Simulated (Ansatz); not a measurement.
Consider the ligand exchange at a B–S bond: `B[S][AlH2]` + `O[SiH]([SiH3])Cl` → `BO[SiH]([SiH3])Cl` + `[AlH2][SH]`.

Gas-phase electronic energies from Ansatz, PBE0-D4/def2-TZVP geometries. CBS: MP2 limit from def2 TZ/QZ plus the TZ coupled-cluster correction, frozen cores. This one scheme is used for every species. Functionals use def2-TZVPP. B3LYP here is the variant with VWN-RPA as its local correlation; programs differ in this. One conformer a species, not always the lowest.

```csv
level,ΔE (kJ/mol),difference from CCSD(T)/CBS
PBE-D4,-43.9,7.1
B2PLYP,-55.2,-4.2
PBE,-43.8,7.2
r2SCAN,-49.1,1.9
PBE0,-45.9,5.1
B3LYP,-57.0,-6.0
HF/def2-TZVPP,-67.7,-16.7
MP2/def2-TZVPP,-49.5,1.5
SCS-MP2/def2-TZVPP,-54.6,-3.6
CCSD/def2-TZVPP,-56.1,-5.1
CCSD(T)/def2-TZVPP,-53.4,-2.4
HF/def2-QZVPP,-68.9,-17.9
MP2/def2-QZVPP,-48.5,2.5
SCS-MP2/def2-QZVPP,-53.7,-2.7
HF/CBS(def2),-69.0,-18.0
CCSD/CBS(def2),-53.8,-2.8
CCSD(T)/CBS,-51.0,0
```

Largest T1 diagnostic among the species: 0.014.

In def2-TZVPP, CCSD(T) changes the Hartree–Fock value by +14.3 kJ/mol (the triples alone add +2.7 kJ/mol) and MP2 by +18.2 kJ/mol.
